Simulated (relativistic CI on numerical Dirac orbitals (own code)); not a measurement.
# Pd³⁺: L-alpha,beta X-ray emission

Computed with this model: Dirac-Coulomb-Breit CI, separate exchange-only KLI orbitals for each configuration, a model potential for QED, valence Slater integrals scaled by 0.8, multiplet model of X-ray emission after core ionisation; configurations [Kr] 4d7 → [He] 2s2 2p5 3s2 3p6 3d10 4s2 4p6 4d7 → [Ar] 3d9 4s2 4p6 4d7; 80 K; Lorentzian 2.8 eV and Gaussian 0.6 eV FWHM. Energies are those of the free ion, without screening or charge transfer. S is read from ⟨S²⟩ = S(S + 1).

Field parameters in Wybourne normalisation: Oh B⁴₀ = 21Dq, B⁴₄ = √(5/14) B⁴₀. The field is a parameter set, without covalency.

Computed curve for free ion, scaled to 100 at the maximum (points under 2 are left out and the grid is thinned):

| Energy (eV) | Intensity |
| --- | --- |
| 2826.8 | 2.1 |
| 2828.0 | 2.9 |
| 2828.8 | 3.7 |
| 2830.0 | 5.5 |
| 2831.2 | 7.7 |
| 2832.0 | 9.3 |
| 2833.2 | 12.2 |
| 2834.4 | 16.3 |
| 2835.6 | 21.2 |
| 2836.4 | 25.2 |
| 2837.6 | 36.6 |
| 2838.8 | 64.8 |
| 2839.6 | 92.0 |
| 2840.8 | 88.3 |
| 2842.0 | 44.6 |
| 2842.8 | 26.9 |
| 2844.0 | 14.2 |
| 2845.2 | 8.6 |
| 2846.0 | 6.5 |
| 2847.2 | 4.6 |
| 2848.4 | 3.4 |
| 2849.6 | 2.6 |
| 2850.4 | 2.2 |
| 2983.2 | 2.4 |
| 2984.4 | 3.4 |
| 2985.2 | 4.7 |
| 2986.4 | 8.0 |
| 2987.6 | 14.2 |
| 2988.4 | 20.4 |
| 2989.6 | 30.1 |
| 2990.8 | 36.9 |
| 2991.6 | 36.2 |
| 2992.8 | 28.6 |
| 2994.0 | 24.7 |
| 2995.2 | 17.4 |
| 2996.0 | 11.8 |
| 2997.2 | 6.6 |
| 2998.4 | 4.1 |
| 2999.2 | 3.0 |
| 3000.4 | 2.1 |

The ground state has S = 1.48, and the centroid lies at 2891.46 eV.
